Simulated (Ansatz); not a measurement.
CH$_{5}$NSeSi, SMILES `N=C([SiH3])[SeH]`, relaxed with RKS PBE-D4/def2-SVP in the Gaussian-basis code of Ansatz from a rough embedded geometry. The force threshold is 0.03 eV/Å; the program also tests the step.

The species carries charge 0 and has multiplicity 1.

Start:

```xyz
9

N    -1.614    0.580    0.064
C    -0.376    0.606   -0.108
Si    0.626   -0.738    0.605
Se    0.481    1.936   -1.067
H    -2.159   -0.114    0.564
H     0.440   -0.808    2.052
H     2.056   -0.580    0.293
H     0.180   -2.089    0.024
H     0.366    1.206   -2.427
```

```tsv
step	energy (eV)	largest force (eV/Å)	largest move (Å)
1	-75804.5233	2.171	0.000
2	-75804.9403	1.332	0.111
3	-75805.0404	0.638	0.102
4	-75805.1182	0.480	0.200
5	-75805.1757	0.468	0.200
6	-75805.2270	0.626	0.196
7	-75805.2648	0.837	0.194
8	-75805.3528	0.301	0.200
9	-75805.3765	0.249	0.143
10	-75805.4028	0.050	0.200
11 (rejected)	-75805.3805	0.316	0.101
12	-75805.4060	0.031	0.051
13	-75805.4097	0.085	0.098
14	-75805.4116	0.109	0.058
15	-75805.4141	0.151	0.109
16	-75805.4179	0.127	0.037
17	-75805.4236	0.186	0.177
18	-75805.4272	0.146	0.077
19	-75805.4291	0.143	0.035
20	-75805.4310	0.109	0.022
21	-75805.4322	0.038	0.054
22	-75805.4329	0.044	0.054
23	-75805.4334	0.038	0.064
24	-75805.4338	0.019	0.017
25	-75805.4341	0.017	0.039
26	-75805.4341	0.038	0.051
27	-75805.4342	0.017	0.006
```

End:

```xyz
9

N    -1.728    0.919    0.413
C    -0.632    0.568   -0.149
Si    0.600   -0.773    0.443
Se   -0.180    1.507   -1.789
H    -1.891    0.371    1.276
H     0.053   -1.353    1.720
H     1.952   -0.161    0.689
H     0.733   -1.848   -0.599
H     1.095    0.769   -2.004
```

Run time 26 s (4 threads of an Arm Neoverse V2 on a shared host); peak host memory 0.15 GiB.
